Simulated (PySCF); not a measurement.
Estimate the missing entries of this data sheet.

C3H8O3S.
SMILES: `CCCS(=O)(=O)O`

Conformer (atom-mapped SMILES and torsion angles): `[CH3:1][CH2:2][CH2:3][S:4](=[O:5])(=[O:6])[OH:7]`: C1–C2–C3–S4 72°, C2–C3–S4–O5 -82°, H–O7–S4–C3 -133°.

```json
{"property": "point group of the GFN2-xTB geometry", "level": "GFN2-xTB", "value": "?"}
{"property": "rotational constants A, B, C of the GFN2-xTB geometry", "level": "GFN2-xTB", "value": "?"}
{"property": "dipole moment", "level": "PBE0/pcSseg-1", "value": "?"}
{"property": "HOMO energy", "level": "PBE0/pcSseg-1", "value": "-8.82 eV"}
{"property": "LUMO energy", "level": "PBE0/pcSseg-1", "value": "?"}
{"property": "13C chemical shifts (computed TMS as zero) by class", "level": "GIAO PBE0/pcSseg-1", "value": "?"}
{"property": "1H chemical shifts (computed TMS as zero) by class", "level": "GIAO PBE0/pcSseg-1", "value": "?"}
{"property": "isotropic shieldings of nuclei other than C and H, by class", "level": "GIAO PBE0/pcSseg-1", "value": "?"}
```

Gas-phase values; electronic properties from PySCF, density fitting. Isolated species at its GFN2-xTB geometry (one conformer only). NMR classes are plain means over equivalent atoms (diastereotopic ones count apart unless rotation or inversion swaps them), as if these changed places fast; in this geometry the members of some classes differ.

(1) The rotational constants A, B, C of the GFN2-xTB geometry?

(2) What is the point group of the GFN2-xTB geometry?

(3) The 1H chemical shifts (computed TMS as zero) by class?

(4) What are the isotropic shieldings of nuclei other than C and H, by class?

(5) Give the LUMO energy.

(6) Give the dipole moment.

(7) The 13C chemical shifts (computed TMS as zero) by class?

Answers

(1) 3.956, 1.640, 1.553 GHz.

(2) C1.

(3) 4.79 (1 H), 3.04 (2 H), 1.98 (2 H), 1.29 (3 H) ppm.

(4) 95 (2 O), 127 (1 O), 178 (1 S) ppm.

(5) 0.91 eV.

(6) 3.27 D.

(7) 61.7 (1 C), 19.5 (1 C), 14.9 (1 C) ppm.

With B = h/(8π²I), that is 505.379 GHz u Å² over I, the principal moments of inertia are 127.7, 308.2 and 325.4 u Å² (most abundant isotopes). A dipole of 3.27 D is allowed in C1, and pure rotational transitions are dipole-allowed. The dipole matches unit charges of opposite sign 0.68 Å apart (1 e·Å = 4.8032 D). The rotational constants make it an asymmetric top with κ = (2B − A − C)/(A − C) = -0.93, nearer the prolate limit (−1).

For the NMR shielding job (PBE0/pcSseg-1), time: 20 s of wall time. Hardware: one thread of an Arm Neoverse V2, no GPU, shared host.
